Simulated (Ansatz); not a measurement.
Isolated molecules relaxed with PBE0-D4/def2-TZVP in Ansatz; ΔE leaves out vibrations. CCSD(T)/CBS adds triple-zeta CCSD(T) − MP2 to the extrapolated MP2 energy (def2 sets, frozen cores). DFT in def2-TZVPP. B3LYP here is the variant with VWN-RPA as its local correlation; programs differ in this. def2 core potentials past Kr. For Ge, Sn outer-core shells are correlated without core-valence functions, which leaves a few kJ/mol of doubt a bond. Scalar relativity is left out up to krypton.

`[F][Sn]([F])([F])[GeH3]` + `CNC` → `C[N](C)[GeH3]` + `[F][SnH]([F])[F]`  (cleavage of the Ge–Sn bond)

CCSD(T)/CBS gives +68.6 kJ/mol.

**Question.** Another level gave +72.4 kJ/mol. Which?
A. B2PLYP/def2-TZVPP
B. CCSD/def2-TZVPP
C. RPA@PBE/def2-TZVPP
D. B3LYP/def2-TZVPP

**Answer.** A. B2PLYP 72.4, RPA@PBE/def2-TZVPP 55.5, CCSD/def2-TZVPP 61.9, B3LYP 82.4 kJ/mol.

Largest T1 diagnostic among the species: 0.015.

The D4 term adds −6.1 kJ/mol with B3LYP and −3.2 kJ/mol with PBE0; it sums over pairs of atoms, weighted by their polarisabilities, and B3LYP, whose exchange is more repulsive, gets the larger term. From PBE to PBE0 (25 % exact exchange), in def2-TZVPP and without D4, ΔE moves by −4.4 kJ/mol.
